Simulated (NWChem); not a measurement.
**Correlation energy of germanium monoxide (GeO)**

```xyz
2

Ge     0.0000     0.0000     0.3297
O      0.0000     0.0000    -1.3189
```
Charge 0, spin multiplicity 1.

The numbers come from NWChem runs, not from measurements. All single points use one geometry, from PBE/def2-SVP, a minimum by its harmonic frequencies.

Basis set: 3-21G. Each correlation energy counts from its own Hartree-Fock reference.

| method | correlation energy (mHa) | difference from CCSD(T) |
|---|---|---|
| CCSDT | -212.1 | +0.3 |
| CR-CCSD[T] | -213.8 | -1.4 |
| CCSD(T) | -212.4 | 0.0 |
| CR-CCSD(T) | -209.0 | +3.4 |
| SCS-MP2 | -203.7 | +8.7 |
| MP2 | -212.8 | -0.4 |
| CCSD | -197.2 | +15.1 |
| CCSD+T(CCSD) | -218.9 | -6.6 |

The values span 21.7 mHa, from CCSD+T(CCSD) (lowest) to CCSD (highest). 

The Hamiltonian is non-relativistic. The correlated methods keep 10 core orbitals frozen. Coupled-cluster values serve here as a point of comparison, not as the truth.
